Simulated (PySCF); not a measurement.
## Ionisation energy of N⁺ by level of theory

N⁺ [He] 2s2 2p2 (3P) → N²⁺ [He] 2s2 2p1 (2P), as a difference of total energies. All numbers are calculated (PySCF 2.14, the spin-free X2C one-electron Hamiltonian (Gaussian nucleus), in x2c-TZVPPall with one added diffuse shell each of s, p, d type (6s4p3d1f, 40 functions)). Correlated levels: valence and next inner shell: nothing frozen. The calculations carry no spin-orbit coupling.

```json
{"method": "UHF", "ionisation energy (eV)": "29.204", "difference from reference (eV)": "-0.397"}
{"method": "MP2 (valence and next inner shell)", "ionisation energy (eV)": "29.628", "difference from reference (eV)": "+0.027"}
{"method": "SCS-MP2 (valence and next inner shell)", "ionisation energy (eV)": "29.490", "difference from reference (eV)": "-0.111"}
{"method": "CCSD (valence and next inner shell)", "ionisation energy (eV)": "29.480", "difference from reference (eV)": "-0.121"}
{"method": "CCSD(T) (valence and next inner shell)", "ionisation energy (eV)": "29.494", "difference from reference (eV)": "-0.107"}
{"method": "CCSDT (valence and next inner shell)", "ionisation energy (eV)": "29.496", "difference from reference (eV)": "-0.105"}
```

Reference: 29.601 eV (semi-empirical (NIST evaluation); NIST Atomic Spectra Database, ionization energies).

Errors of the correlated levels include the incompleteness of this basis.
